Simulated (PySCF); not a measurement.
# From a computed spectrum to the compound

A species of 3 atoms with charge 1 has these harmonic modes (PBE0, small Gaussian bases with core potentials, PySCF 2.14.0):

```
cm⁻¹  km/mol  symmetry
 136    17.4        a1
 672   146.5        b2
 684    49.5        a1
```

Task: Which species is it, and in which structure?

Result: [TmF2]+ (singlet in the valence; each metal's 4f electrons, 12 of them, lie in its core potential, out of spins and levels):
```xyz
3

Tm    0.0000    0.0000   -0.1980
F     1.5655    0.0000    0.8802
F    -1.5655    0.0000    0.8802
```
Ideal gas at 298.15 K and 1 bar: S = 295.9 J/(mol K), Cp = 48.6 J/(mol K), H − H(0 K) = 12.3 kJ/mol (rigid rotor, harmonic modes, spin degeneracy alone, that of the 4f electrons in the core included). An lcecp potential fixes the number of 4f electrons, so in runs with it no electron can move into or out of that shell.
 The answer isn't unique; the calculation gave this one.
